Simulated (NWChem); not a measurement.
System: CH$_{6}$BOP; SMILES O(C)BP

The following NWChem deck was run.

```
start job
memory heap 200 mb stack 900 mb global 1100 mb
geometry units angstroms noautoz
  B     -1.003726     0.002825    -0.085944
  H     -2.200452    -0.181693    -0.220296
  O     -0.595567     1.293705    -0.155389
  C      0.765440     1.690454    -0.053339
  H      1.428634     1.044257    -0.669254
  H      0.849860     2.734691    -0.411887
  H      1.110647     1.648656     1.001859
  P      0.198711    -1.511340     0.024820
  H     -0.654157    -2.321773     0.844788
  H      1.038593    -1.050609     1.097595
end
basis spherical
  * library def2-svp
end
dft
  xc b3lyp
  iterations 150
  mulliken
end
task dft energy
```

Geometry: optimised at PBE-D3(BJ)/def2-SVP. B3LYP is NWChem's, with the RPA form of VWN correlation.

**Question.** What results follow from this input? (B3LYP/def2-SVP.) Quantities: energy (Ha); highest occupied level (eV); orbital gap (eV); dipole (D).

**Answer.** 
| Property | Result |
|---|---|
| energy (Ha) | -482.98 |
| highest occupied level (eV) | -6.92 |
| orbital gap (eV) | 6.34 |
| dipole (D) | 1.77 |
